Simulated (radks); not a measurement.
Values are calculated unless marked as measured or tabulated.
Problem. All-electron atom: the tantalum ion Ta0.25+ in [Xe] 4f14 6s2 5d(up 2, down 0.75) (fractional occupations, a model configuration). Level of theory: scalar-relativistic Kohn-Sham, PBE, spin-polarised, spherical densities, point nucleus (a radial shooting solver on a logarithmic mesh with Libxc functionals). Some entries of the table are withheld. Estimate them.

| orbital | occ. | eigenvalue (hartree) | <r^2> (bohr^2) |
|---|---|---|---|
| 1s down | 1 | -2475.960 | 0.0004785 |
| 1s up | 1 | -2475.959 | 0.0004785 |
| 2s up | 1 | -425.4578 | 0.007373 |
| 2s down | 1 | -425.4562 | 0.007373 |
| 2p up | 3 | -372.8184 | 0.006084 |
| 2p down | 3 | -372.8171 | 0.006084 |
| 3s up | 1 | -97.52637 | 0.04794 |
| 3s down | 1 | -97.52609 | 0.04794 |
| 3p up | 3 | -81.87259 | 0.04865 |
| 3p down | 3 | -81.87222 | 0.04865 |
| 3d up | 5 | -63.62019 | 0.04038 |
| 3d down | 5 | -63.61924 | 0.04038 |
| 4s up | 1 | -19.94789 | 0.2376 |
| 4s down | 1 | -19.94668 | 0.2376 |
| 4p up | 3 | -14.81391 | 0.2706 |
| 4p down | 3 | -14.81281 | 0.2706 |
| 4d up | 5 | -8.24554 | 0.3173 |
| 4d down | 5 | -8.24418 | 0.3172 |
| 5s up | 1 | -2.77019 | 1.363 |
| 5s down | 1 | -2.75370 | 1.356 |
| 5p up | 3 | (1) | 1.903 |
| 5p down | 3 | (2) | 1.892 |
| 4f up | 7 | -0.98917 | 0.5226 |
| 4f down | 7 | -0.98529 | 0.5184 |
| 6s up | 1 | (3) | 11.51 |
| 6s down | 1 | (4) | 12.01 |
| 5d up | 2 | (5) | 5.706 |
| 5d down | 0.75 | (6) | 6.001 |

Solution. 
(1) 5p up eigenvalue (hartree): -1.53721
(2) 5p down eigenvalue (hartree): -1.51455
(3) 6s up eigenvalue (hartree): -0.26849
(4) 6s down eigenvalue (hartree): -0.24989
(5) 5d up eigenvalue (hartree): -0.21514
(6) 5d down eigenvalue (hartree): -0.18807
